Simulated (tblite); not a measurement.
Isomers of C5H10N2Si. All values are computed: GFN2-xTB (tblite) harmonic vibrations without scaling, gas phase. This tight-binding method is rough: wavenumbers can miss measured ones by several per cent, in bad cases by 10 to 20. Modes of hydrogen on silicon can be 10 to 20 % off. One conformer each.

Electronic energies: GFN2-xTB at the same geometries; isomer energies are rough at this level and their order can be wrong.

| SMILES | electronic energy, lowest = 0 (kcal/mol) |
| --- | --- |
| [H]/N=C/[C@H](N=C)[C@H]1C[SiH2]1 | 42.5 |
| C1=N[Si@@H](NC2CC2)C1 | 0.0 |
| C=CCN[Si@@H]1CC=N1 | 6.6 |

Task: How do GFN2-xTB zero-point energies change the relative energies?

Result: 
```json
{"SMILES": "C1=N[Si@@H](NC2CC2)C1", "ZPE (kcal/mol)": "89.1", "of it from modes above 1550 cm⁻¹": "45.5", "electronic (kcal/mol)": "0.0", "with ZPE, lowest = 0 (kcal/mol)": "0.0", "lowest mode (cm⁻¹)": "26", "rings": "2"}
{"SMILES": "C=CCN[Si@@H]1CC=N1", "ZPE (kcal/mol)": "88.3", "of it from modes above 1550 cm⁻¹": "47.5", "electronic (kcal/mol)": "6.6", "with ZPE, lowest = 0 (kcal/mol)": "5.8", "lowest mode (cm⁻¹)": "15", "rings": "1"}
{"SMILES": "[H]/N=C/[C@H](N=C)[C@H]1C[SiH2]1", "ZPE (kcal/mol)": "86.0", "of it from modes above 1550 cm⁻¹": "46.2", "electronic (kcal/mol)": "42.5", "with ZPE, lowest = 0 (kcal/mol)": "39.5", "lowest mode (cm⁻¹)": "42", "rings": "1"}
```

The zero-point energies span 3.1 kcal/mol, from `[H]/N=C/[C@H](N=C)[C@H]1C[SiH2]1` to `C1=N[Si@@H](NC2CC2)C1`. The order is unchanged.
